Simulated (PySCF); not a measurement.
## Electronic structure of Ag³⁺ (silver, charge +3) at the M06-L level

Configuration: [Kr] 4d8, high-spin 3F determinant. Calculation: PySCF 2.14, in aug-cc-pwCVTZ-PP with ECP28MDF; scalar relativity through the core potential.

| Item | Value |
| --- | --- |
| Total energy | -144.6888 hartree |
| One-electron energy | -235.7917 hartree |
| Hartree (Coulomb) energy | 104.2587 hartree |
| Exchange-correlation energy | -13.1558 hartree |
| ⟨S²⟩ | 2.0018 |
| ⟨L²⟩ | 12.016 |
| Sum of ⟨r⟩ | 17.93 bohr |
| Sum of ⟨r²⟩ | 23.17 bohr² |

```tsv
shell	electrons	mean orbital energy (eV)	spread (eV)	rms radius, mean of both spins (bohr)
4s α	1	-139.25	0	0.970
4s β	1	-137.19	0	0.970
4p α	3	-100.89	0	1.06
4p β	3	-98.531	0	1.06
4d α	5	-44.498	0.950	1.35
4d β	3	-42.990	0	1.35
```

Energies and moments cover only the electrons outside the core potential.
